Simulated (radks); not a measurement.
Pt I, 78 electrons, occupied as [Xe] 4f14 5d9 6s1. All-electron calculation, scalar-relativistic Kohn-Sham, exchange-only LDA, spin-polarised, spherical densities, finite nucleus; open shells are filled with parallel spins first (spin-orbit coupling, left out, can overturn this in heavy ions); Fermi nuclear charge, rms radius 5.427 fm. Program: a radial shooting solver on a logarithmic mesh with Libxc functionals.

Normalised radial functions P(r) = r R(r), r in bohr:

r           4f up    5d up    6p up
0.0007524  0.0000   0.0000   0.0002
0.001045   0.0000   0.0000   0.0004
0.00145    0.0000   0.0000   0.0007
0.001997   0.0000   0.0000   0.0012
0.002772   0.0000   0.0001   0.0021
0.003848   0.0000   0.0003   0.0036
0.005299   0.0000   0.0006   0.0060
0.007356   0.0000   0.0014   0.0100
0.01021    0.0001   0.0034   0.0161
0.01406    0.0004   0.0077   0.0246
0.01952    0.0014   0.0174   0.0356
0.0271     0.0044   0.0371   0.0464
0.03732    0.0130   0.0728   0.0507
0.05181    0.0368   0.1319   0.0391
0.07192    0.0968   0.2068   0.0038
0.09904    0.2248   0.2594  -0.0448
0.1375     0.4689   0.2192  -0.0714
0.1909     0.8329   0.0232  -0.0294
0.2628     1.2102  -0.2536   0.0621
0.3649     1.4203  -0.3887   0.1019
0.5065     1.3046  -0.1680   0.0074
0.6975     0.9385   0.3005  -0.1338
0.9683     0.5075   0.7145  -0.1602
1.344      0.1987   0.8226  -0.0097
1.851      0.0553   0.6712   0.2123
2.57       0.0094   0.4258   0.3948
3.567      0.0009   0.2146   0.4662
4.912      0.0000   0.0845   0.4199
6.819      0.0000   0.0227   0.2945
9.467      0.0000   0.0037   0.1605
13.04      0.0000   0.0003   0.0686
18.1       0.0000   0.0000   0.0210

4f up: eigenvalue -69.000 eV, 0 radial nodes, <r> = 0.517 bohr, 90 % of the charge inside 0.835 bohr. 5d up: eigenvalue -5.577 eV, 2 radial nodes at r = 0.196, 0.574 bohr, <r> = 1.73 bohr, 90 % of the charge inside 2.77 bohr. 6p up (empty): eigenvalue -0.660 eV, 4 radial nodes at r = 0.0738, 0.213, 0.515, 1.36 bohr, <r> = 5.05 bohr, 90 % of the charge inside 8.18 bohr.
